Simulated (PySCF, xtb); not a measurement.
Si(F)(Cl)(Me)(OH) (CH4ClFOSi), SMILES [Si](C)(Cl)(O)F.

xtb with GFN2-xTB at its own geometry gives an orbital gap of 7.75 eV and a dipole moment of 1.65 D.

Geometry optimised at PBE0-D3(BJ)/def2-SVP. One conformer was computed; it need not be the lowest.

Q: What does PBE/def2-TZVP run with PySCF give? (Estimate from the structure and the level; the computed values follow.)

A: gap 7.45 eV (levels -7.74 and -0.28 eV), dipole 1.13 D.
